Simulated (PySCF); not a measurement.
Electronic absorption of C5H8FN

Compound: C₅H₈FN.
SMILES: `C=NC(=C)CCF`

Computed with TDDFT PBE0/def2-SVPD, vertical, gas phase, core orbitals frozen in the response in PySCF. The structure is a single GFN2-xTB conformer in the gas phase; no vibrational or solvent corrections. Torsions of this conformer, `[CH2:1]=[N:2][C:3](=[CH2:4])[CH2:5][CH2:6][F:7]`: C1–N2–C3–C4 -51°, N2–C3–C5–C6 63°, C3–C5–C6–F7 -178°.

Task: List the vertical singlet excitations with oscillator strengths and describe the spectrum.

Result: 

```tsv
state	E (eV)	λ (nm)	f	|μ| (D)	main configurations (H = HOMO, L = LUMO)
S1	4.32	287.3	0.038	1.52	H→L (85%), H-1→L (11%)
S2	5.77	214.7	0.045	1.43	H-1→L (82%), H→L (8%)
S3	6.53	189.8	0.061	1.57	H→L+1 (73%), H→L+2 (19%)
S4	6.79	182.7	0.144	2.37	H→L+2 (73%), H→L+1 (12%)
S5	7.17	172.9	0.025	0.97	H-2→L (52%), H-3→L (41%)
S6	7.24	171.2	0.082	1.73	H-3→L (37%), H-2→L (37%), H→L+3 (15%)
```

Triplets (Tamm–Dancoff): T1 3.30 eV, H→L (93%); T2 4.30 eV, H-1→L (75%), H→L+1 (12%).

The lowest singlet lies at 4.32 eV (287 nm, ultraviolet) and is of moderate strength; its leading configuration is HOMO→LUMO (85%). The most intense listed level is S4 at 6.79 eV (183 nm, f = 0.144), 2.47 eV above S1. Löwdin shares by element: HOMO carbon 56% or more, nitrogen 28% (atoms not listed hold the other 16%); LUMO carbon 53% or more, nitrogen 27% (atoms not listed hold the other 20%). Of the 6 states listed, 6 reach f = 0.01 and none stays under 0.0005. The oscillator strengths of these states sum to 0.395; summed over the whole spectrum of an exact calculation they would give the number of electrons, 54 (Thomas–Reiche–Kuhn). Weighted by f, the mean energy of these states is 6.51 eV. The window holds the lowest 6 singlets.

The run took about 90 s of CPU time (grids of density and orbitals included) (one thread, shared machine).
